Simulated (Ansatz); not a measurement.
Consider the ligand exchange at a P–Te bond: `P[TeH]` + `N=C=O` → `O=C=NP` + H₂Te.

Gas-phase electronic energies from Ansatz, PBE0-D4/def2-TZVP geometries. CBS: MP2 limit from def2 TZ/QZ plus the TZ coupled-cluster correction, frozen cores. This one scheme is used for every species. DFT in def2-TZVPP. B3LYP here is the variant with VWN-RPA as its local correlation; programs differ in this. def2 core potentials past Kr. For Te outer-core shells are correlated without core-valence functions, which leaves a few kJ/mol of doubt a bond. One conformer a species, not always the lowest.

| level | ΔE (kcal/mol) | difference from CCSD(T)/CBS |
| --- | --- | --- |
| revPBE-D4 | 11.7 | 0.6 |
| BLYP-D4 | 10.1 | -1.0 |
| r2SCAN-D4 | 11.0 | -0.1 |
| B97M-V | 9.6 | -1.5 |
| B3LYP-D4 | 9.6 | -1.5 |
| PBE | 11.7 | 0.6 |
| r2SCAN | 11.0 | -0.1 |
| CCSD(T)/def2-SVP | 7.7 | -3.4 |
| HF/def2-QZVPP | 6.0 | -5.1 |
| MP2/CBS(def2) | 11.9 | 0.8 |
| CCSD(T)/CBS | 11.1 | 0 |

Largest T1 diagnostic among the species: 0.018.

In def2-TZVPP, CCSD(T) changes the Hartree–Fock value by +3.1 kcal/mol (the triples alone add +0.7 kcal/mol) and MP2 by +4.0 kcal/mol. From BLYP to BHLYP (50 % exact exchange), in def2-TZVPP and without D4, ΔE moves by −1.7 kcal/mol. Leaving LDA and LC-ωPBE aside and taking each functional with its dispersion term where it has one, the values, not all of them listed here, spread over 4.2 kcal/mol, from CAM-B3LYP-D4 to PBE-D4. LDA lies −1.5 kcal/mol from PBE without D4.
